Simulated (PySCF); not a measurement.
C11H12.
Cartesian coordinates in Å at the GFN2-xTB level; atoms count from 1:
```
atom  x, y, z in Å
C1    -0.393    2.913   -0.239
C2    -0.416    1.721   -0.092
C3    -0.459    0.313    0.059
C4    -1.604   -0.382   -0.355
C5    -2.765    0.370   -0.929
C6    -1.631   -1.760   -0.225
C7    -0.552   -2.443    0.309
C8     0.570   -1.748    0.725
C9     0.633   -0.368    0.610
C10    1.870    0.375    1.026
C11    2.821    0.543   -0.161
H12   -0.367    3.954   -0.363
H13   -2.462    0.911   -1.825
H14   -3.577   -0.307   -1.185
H15   -3.131    1.106   -0.213
H16   -2.507   -2.307   -0.546
H17   -0.586   -3.519    0.401
H18    1.408   -2.282    1.149
H19    2.378   -0.177    1.819
H20    1.600    1.361    1.409
H21    2.339    1.117   -0.948
H22    3.724    1.064    0.147
H23    3.100   -0.429   -0.562
```

NICS = −σ at a ghost point: NICS(0) at the centroid of the ring atoms, NICS(1) 1 Å to either side along the normal of their mean plane, zz for the tensor component along that normal. Level: GIAO PBE0/pcSseg-1 (PySCF, non-relativistic, gas phase) on the GFN2-xTB geometry, one conformer.

Ring bond lengths (Å), with Mayer bond orders in brackets: C3–C4 1.402 (1.32), C4–C6 1.385 (1.46), C6–C7 1.385 (1.43), C7–C8 1.383 (1.43), C8–C9 1.387 (1.43), C9–C3 1.400 (1.33).

Q: What do the NICS probes read (ppm)?

A: 
| ring | type | NICS(0) | NICS(1), two faces | NICS(1)zz, two faces | rms pucker (Å) | centre to ring atoms, mean (Å) |
| --- | --- | --- | --- | --- | --- | --- |
| C3–C4–C6–C7–C8–C9 | 6-membered carbocycle; formal bonds all aromatic | -8.3 | -10.9 / -10.9 | -25.9 / -25.5 | 0.00 | 1.39 |

Q: What can be read from them?

A: 
- C3–C4–C6–C7–C8–C9: mean NICS(1)zz -25.7 ppm, shielded. For a flat ring without four-coordinate atoms the NICS criterion counts such a value as aromatic.

Q: What does the geometric index give? Use HOMA with the parameters of Krygowski (1993).

A: 
- C3–C4–C6–C7–C8–C9: HOMA 0.98 = 1 − EN − GEO, with mean bond length 1.390 Å, EN = α(Ropt − mean)² = 0.001 and GEO = α × variance = 0.015. The geometric and the magnetic index point the same way.

Q: List the ring angles and the Hirshfeld charges of the ring atoms.

A: 
- C3–C4–C6–C7–C8–C9: C3 120.8° (-0.004 e), C4 118.8° (+0.018 e), C6 120.7° (-0.059 e), C7 120.0° (-0.046 e), C8 120.8° (-0.057 e), C9 118.8° (+0.019 e); sum 720.0° against 720° for a flat convex ring.

On one thread of an Arm Neoverse N1, shared host with 64 logical CPUs at a one-minute load of 54, this took 96 s of wall time and 1.1 GiB of memory at its peak. This is the whole shielding run at PBE0/pcSseg-1, SCF included.
